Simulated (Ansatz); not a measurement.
Program: Ansatz. Geometries: PBE0-D4/def2-TZVP. ΔE: electronic, gas phase. CCSD(T)/CBS adds triple-zeta CCSD(T) − MP2 to the extrapolated MP2 energy (def2 sets, frozen cores). For Ga outer-core shells are correlated without core-valence functions, which leaves a few kJ/mol of doubt a bond. Scalar relativity is left out up to krypton. Each species was taken in one conformer, which may not be the lowest.

Reaction (formal exchange of groups at the Si–Si bond): `CB[SiH2][SiH2][AlH2]` + `[SiH3][GaH2]` → `[AlH2][SiH2][SiH2][GaH2]` + `CB[SiH3]`

`CB[SiH2][SiH2][AlH2]`:

Z-matrix (Å, degrees):
```
C
B 1 1.563
H 1 1.095 2 113.0
H 1 1.103 2 115.8 3 -123.3
H 1 1.102 2 107.3 3 113.7
Si 2 2.002 1 118.4 3 138.7
H 2 1.198 1 117.5 3 -47.5
Si 6 2.353 2 101.1 1 55.8
H 6 1.488 2 117.7 1 -178.6
H 6 1.495 2 108.3 1 -54.4
Al 8 2.452 6 103.7 2 -44.8
H 8 1.492 6 109.6 2 -166.5
H 8 1.492 6 109.0 2 75.7
H 11 1.590 8 119.5 6 -72.6
H 11 1.589 8 121.2 6 110.2
```

`[SiH3][GaH2]`:

Cartesian coordinates in Å:
```
Si 0.151 -0.849 -0.572
Ga -0.193 1.112 0.793
H -1.051 -1.729 -0.579
H 1.318 -1.664 -0.135
H 0.399 -0.422 -1.980
H -1.567 1.877 0.749
H 0.942 1.676 1.725
```

`[AlH2][SiH2][SiH2][GaH2]`:

Z-matrix (Å, degrees):
```
Si
Si 1 2.355
Al 1 2.438 2 106.3
H 1 1.493 2 107.3 3 -122.3
H 1 1.493 2 107.3 3 122.4
Ga 2 2.397 1 106.5 3 -179.7
H 2 1.492 1 107.8 3 -57.7
H 2 1.492 1 107.8 3 58.1
H 3 1.588 1 120.0 2 88.4
H 3 1.588 1 119.9 2 -86.6
H 6 1.572 2 120.3 1 87.3
H 6 1.572 2 120.3 1 -87.5
```

`CB[SiH3]`:

Cartesian coordinates in Å:
```
C 0.886 0.928 -0.922
B 0.133 -0.380 -0.570
Si -0.850 -0.698 1.164
H 0.127 1.502 -1.486
H 1.725 0.804 -1.610
H 1.174 1.559 -0.079
H 0.091 -1.257 -1.390
H -2.231 -1.208 0.929
H -0.942 0.505 2.040
H -0.113 -1.754 1.923
```

| species | CCSD(T)/CBS(def2) energy (Eh) |
| --- | --- |
| `CB[SiH2][SiH2][AlH2]` | -888.99512 |
| `[SiH3][GaH2]` | -2215.99298 |
| `[AlH2][SiH2][SiH2][GaH2]` | -2748.88302 |
| `CB[SiH3]` | -356.10570 |

(1) Work out ΔE.

Largest T1 diagnostic among the species: 0.014.

Results:

(1) ΔE = (-2748.88302) + (-356.10570) − (-888.99512) − (-2215.99298) = -0.00062 Eh = -1.6 kJ/mol.

Leaving LDA and LC-ωPBE aside and taking each functional with its dispersion term where it has one, the values, not all of them listed here, spread over 10.5 kJ/mol, from B2PLYP to ωB97M-V. LDA lies +13.8 kJ/mol from PBE without D4. The D4 term adds +8.2 kJ/mol with B3LYP and +4.5 kJ/mol with PBE0; it sums over pairs of atoms, weighted by their polarisabilities, and B3LYP, whose exchange is more repulsive, gets the larger term. From BLYP to BHLYP (50 % exact exchange), in def2-TZVPP and without D4, ΔE moves by +4.9 kJ/mol.

B3LYP here is the variant with VWN-RPA as its local correlation; programs differ in this.
